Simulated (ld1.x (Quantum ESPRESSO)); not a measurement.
F (Z = 9): one change to a TM potential, before and after

ld1.x (Quantum ESPRESSO) 7.5 input, shortened:

```
&input
   title='F', zed=9., rel=1, dft='BLYP', iswitch=3,
   config='[He] 2s2 2p5'
 /
 &inputp
   pseudotype=2, tm=.true., lloc=0,
   nlcc=.false.
 /
2
2P  2  1   5.00   0.00  1.05  1.05  0.0
2S  1  0   2.00   0.00  0.60  0.60  0.0
 &test
   configts(1)='2s2 2p5'
 /
```

All-electron outer shells of the reference configuration (BLYP, scalar-relativistic, ld1.x):

```
shell  level (eV)  outermost node (bohr)  outermost maximum (bohr)
   1s     -664.23                      –                      0.11
   2s      -29.77                   0.24                      0.76
   2p      -11.12                      –                      0.71
```

Change: type RRKJ; rho0 0.001.

Cutoffs: the cutoffs (Ry, on a coarse ladder) from which the occupation-weighted sum of valence levels, in a spherical-Bessel basis at the reference potential, stays within 10 and 1 mRy of its value at 400 Ry; they do not see the model core or the augmentation charge, which bear on the density cutoff. Errors are all-electron minus pseudo energies relative to the spin-unpolarised reference configuration.

Q: How do hardness, ghosts and transferability respond?

A: The potential gets neither clearly harder nor softer (180 Ry and 260 Ry → 180 Ry and 260 Ry); of the 7 tests that both files solve, the error grows in 4 and shrinks in 1 by more than 15 % and 0.3 meV (median size 19.2 → 19.2 meV); neither file shows a bound ghost.

```tsv
quantity	base	changed
cutoff, loose	180 Ry	180 Ry
cutoff, tight	260 Ry	260 Ry
loose cutoff by channel (10 mRy a level)	p 100 Ry, s 90 Ry	p 90 Ry, s 90 Ry
bound ghosts	none	none
error for 2s2 2p4, meV [ΔE 19.40 eV]	+1.9	+3.3
error for 2s2 2p3, meV [ΔE 57.81 eV]	+42	+55
error for 2s2 2p2, meV [ΔE 118.51 eV]	+228	+286
error for 2s1 2p6, meV [ΔE 18.68 eV]	+19	+19
error for 2s2 2p5.3, meV [ΔE -2.67 eV]	+0.3	+0.2
error for 2s2 2p4.5, meV [ΔE 7.55 eV]	-0.4	-0.1
error for 2s2 2p1, meV [ΔE 204.42 eV]	+795	+965
s: phases at 1.14 bohr within 0.05 rad from the reference energy up to (Ry; the scan ends near 5)	to the end of the scan	to the end of the scan
p: phases at 1.14 bohr within 0.05 rad from the reference energy up to (Ry; the scan ends near 5)	to the end of the scan	to the end of the scan
```
